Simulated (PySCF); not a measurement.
H5Mo, SMILES [MoH5+] (connectivity only; charge and spin as stated), charge +1, multiplicity 1. Atoms are numbered in the order given.

```xyz
6

Mo     0.0000     0.0000     0.0420
H      0.9814    -0.9814    -0.8666
H     -0.9814     0.9814    -0.8666
H      0.0000     0.0000     1.7038
H     -0.9814    -0.9814    -0.8666
H      0.9814     0.9814    -0.8666
```
Charge +1, spin multiplicity 1.

The structure is a stationary point at B3LYP-D3(BJ)/def2-TZVPD. A frequency run showed that this geometry is not a minimum. The spin state was assumed, not searched. The def2 effective core potentials stand for the cores of Mo; spin–orbit coupling is left out.

Level of theory: B3LYP-D3(BJ)/def2-TZVPD (PySCF 2.14.0).

Frequencies are harmonic and unscaled.

Modes within 1.5 cm⁻¹ of each other (mostly degenerate sets) share a row, with their intensities summed.

```tsv
mode	ν (cm⁻¹)	IR (km/mol)	Raman (Å⁴/amu)	depolarisation	moving atoms (share of kinetic energy)
1	419i	0.0	24.5	0.75	H 100 %
2–3	221i	3.2	0.0	–	H 99 %
4	862	0.0	41.8	0.45	H 97 %
5	1034	0.0	5.6	0.75	H 100 %
6–7	1051	14.6	53.8	0.75	H 98 %
8	1998	23.8	313.1	0.14	H 100 %
9	2010	0.0	113.4	0.75	H 100 %
10–11	2045	0.1	127.9	0.75	H 98 %
12	2056	2.8	229.6	0.07	H 98 %
```
